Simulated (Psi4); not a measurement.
C2H10AlGeN, singlet, geometry from GFN2-xTB (such geometries of metal compounds can be far from the true shape), atoms displaced at random by about 0.08 Å a coordinate; Psi4 1.11 with PBE/STO-3G, gradient.

Input for Psi4:
```
memory 2 GB

molecule mol {
0 1
Al   -0.836483    0.134895   -0.548632
Ge    1.283537   -0.895579   -0.696329
H     1.684549   -1.846395   -2.009309
H     2.649659   -0.101273   -0.634494
H     1.620147   -2.120928    0.240419
H    -1.880908    0.195916   -1.637510
N    -1.207531    0.996090    0.930378
C    -2.590359    1.918520    1.016643
C    -0.483784    1.147678    2.215695
H    -3.067933    1.443382    1.934165
H    -2.460919    2.714100    1.321563
H    -3.027507    1.822246    0.060104
H    -0.025020    2.130928    2.279536
H    -0.871516    0.779236    2.964514
H     0.482454    0.573502    1.859431
symmetry c1
no_reorient
no_com
}

set {
  basis sto-3g
  reference rks
}

gradient('pbe')
print_variables()
```

Problem. Predict the main parts of the log of this Psi4 run.

Solution. 
```
gradient() will perform analytic gradient computation.

   => Loading Basis Set <=

    Name: STO-3G
    Role: ORBITAL
    Keyword: BASIS

         ---------------------------------------------------------
                                   SCF
               by Justin Turney, Rob Parrish, Andy Simmonett
                          and Daniel G. A. Smith
                              RKS Reference
         ---------------------------------------------------------

  ==> Geometry <==

    Molecular point group: c1
    Full point group: C1

    Geometry (in Angstrom), charge = 0, multiplicity = 1:

       Center              X                  Y                   Z               Mass
    ------------   -----------------  -----------------  -----------------  -----------------
         AL          -0.836483000000     0.134895000000    -0.548632000000    26.981538530000
         GE           1.283537000000    -0.895579000000    -0.696329000000    73.921177761000
         H            1.684549000000    -1.846395000000    -2.009309000000     1.007825032230
         H            2.649659000000    -0.101273000000    -0.634494000000     1.007825032230
         H            1.620147000000    -2.120928000000     0.240419000000     1.007825032230
         H           -1.880908000000     0.195916000000    -1.637510000000     1.007825032230
         N           -1.207531000000     0.996090000000     0.930378000000    14.003074004430
         C           -2.590359000000     1.918520000000     1.016643000000    12.000000000000
         C           -0.483784000000     1.147678000000     2.215695000000    12.000000000000
         H           -3.067933000000     1.443382000000     1.934165000000     1.007825032230
         H           -2.460919000000     2.714100000000     1.321563000000     1.007825032230
         H           -3.027507000000     1.822246000000     0.060104000000     1.007825032230
         H           -0.025020000000     2.130928000000     2.279536000000     1.007825032230
         H           -0.871516000000     0.779236000000     2.964514000000     1.007825032230
         H            0.482454000000     0.573502000000     1.859431000000     1.007825032230

  Running in c1 symmetry.

  Rotational constants: A =      0.19448  B =      0.03219  C =      0.02819 [cm^-1]
  Rotational constants: A =   5830.35817  B =    964.98806  C =    845.14705 [MHz]
  Nuclear repulsion =  397.194283076398563

  Charge       = 0
  Multiplicity = 1
  Electrons    = 74
[...]
  @DF-RKS Final Energy: -2427.03740014327741
    Total Energy =                      -2427.0374001432774094
[...]

    J.P. Perdew et. al., Phys. Rev. Lett., 77(18), 3865-3868, 1996

    Deriv               =              1
    GGA                 =           TRUE
    Meta                =          FALSE

    Exchange Hybrid     =          FALSE
    MP2 Hybrid          =          FALSE

   => Exchange Functionals <=

    1.0000     XC_GGA_X_PBE

   => Correlation Functionals <=

    1.0000     XC_GGA_C_PBE

   => LibXC Density Thresholds  <==

    XC_GGA_C_PBE:  1.00E-12
    XC_GGA_X_PBE:  1.00E-15

   => Molecular Quadrature <=

    Radial Scheme          =       TREUTLER
    Pruning Scheme         =           NONE
    Nuclear Scheme         =       TREUTLER

    Blocking Scheme        =         OCTREE
    BS radius alpha        =              1
    Pruning alpha          =              1
    Radial Points          =             75
    Spherical Points       =            302
    Total Points           =         317134
    Total Blocks           =           2367
    Max Points             =            256
    Max Functions          =             48
    Weights Tolerance      =       1.00E-15

  -Total Gradient:
     Atom            X                  Y                   Z
    ------   -----------------  -----------------  -----------------
       1       -0.019675000556     0.006375151460     0.001028314053
       2       -0.063908661034     0.054848391748     0.017935042714
       3        0.022238623486    -0.042969252758    -0.044243301148
       4        0.049065056654     0.024435987107    -0.000551340748
       5        0.013714047084    -0.045508237506     0.022526588684
       6       -0.001009845602     0.000065776990    -0.000773524794
       7        0.072502000358    -0.052537894431     0.001285336218
       8       -0.011413801906     0.397617282366     0.055058225813
       9       -0.173461107008    -0.048762220576     0.253450498197
      10        0.015581294065     0.001563366670     0.031007397894
      11       -0.073267905969    -0.354804773002    -0.108691222029
      12        0.031107353841     0.001231514728     0.026588212617
      13        0.009252951140    -0.025110450490    -0.019591215438
      14        0.102007585198     0.089215185256    -0.198553209231
      15        0.027341129159    -0.005539226411    -0.036302856774

  Variable Map:
  ----------------------------------------------------------------------------
[...]
  Array Variable Map:
  ----------------------------------------------------------------------------
[...]
[...]
```
